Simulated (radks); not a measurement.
Q: Successive ionisation energies (eV) of one element, from differences of total energies of ions in their ground configurations, starting at charge 0: 7.161, 16.104, 34.342, 52.644, 73.181, 95.662, 119.87, 195.50, 221.54, 247.80, 283.78, 312.68, 341.65, 400.82, 433.88, 1133.6, 1222.5, 1311.5, 1435.5, 1533.1, 1630.5, 1768.5. Calculated with a radial shooting solver on a logarithmic mesh with Libxc functionals: non-relativistic Kohn-Sham, PBE, spin-polarised, spherical densities, point nucleus; open shells are filled with parallel spins first. Which element is it?

A: Manganese (Z = 25). The first species listed is Mn in [Ar] 3d5 4s2, the last Mn21+ in [He] 2s2.
